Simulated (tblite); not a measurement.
Compound: C₆H₉FSi.
Geometry (GFN2-xTB, Å), atoms numbered from 1 in this order:
```
atom  x, y, z in Å
C1     3.7974    0.5433    0.0128
C2     2.4434    0.0446   -0.0202
C3     1.3119   -0.3719   -0.0474
Si4   -0.4161   -0.9971   -0.0881
C5    -1.6458   -0.1873    1.1373
C6    -2.5748    0.1770   -0.0265
F7    -3.0442    1.4739    0.0463
C8    -1.6391   -0.0519   -1.2191
H9     4.0062    0.9869    0.9860
H10    4.4983   -0.2721   -0.1636
H11    3.9328    1.3015   -0.7580
H12   -0.4773   -2.4582   -0.1721
H13   -2.1189   -0.7828    1.9136
H14   -1.2575    0.7175    1.6010
H15   -3.4658   -0.4578   -0.0649
H16   -1.2504    0.9008   -1.5731
H17   -2.1071   -0.5542   -2.0615
```

Method: GFN2-xTB as coded in tblite; computed harmonic values from a numerical Hessian at the method's own geometry, unscaled. This tight-binding method is rough: wavenumbers can miss measured ones by several per cent, in bad cases by 10 to 20. Modes of hydrogen on silicon can be 10 to 20 % off. One conformer, not necessarily the lowest. The optimisation stopped once no atom felt more than 0.01 eV/Å.

Lowest wavenumbers of the output (negative numbers stand for imaginary wavenumbers):
```
mode    cm-1
  1     -24.4
  2      39.0
  3      76.1
  4     106.8
  5     204.7
  6     219.3
  7     317.5
  8     317.9
  9     369.1
 10     389.8
 11     464.5
 12     538.6
 13     571.4
 14     642.3
 15     683.9
```

Task: Is this structure a minimum?

Result: Not by this Hessian. 1 mode is imaginary beyond 20i (24i cm⁻¹), so at this level the point lies at or near a first-order saddle. The curvature is small, so loose convergence or finite differences may be the whole cause.

Task: Which atoms move in the imaginary mode?

Result: 24i: H10 (methyl hydrogen) 33 %, H11 (methyl hydrogen) 32 %, H9 (methyl hydrogen) 32 %. These are shares of the mass-weighted motion.

Task: What is the remedy?

Result: Step along that mode in both directions, optimise again with tighter thresholds and repeat the frequencies. The zero-point energy of this point (80.5 kcal/mol) counts the 44 real modes alone, and thermal corrections from it aren't those of a minimum.
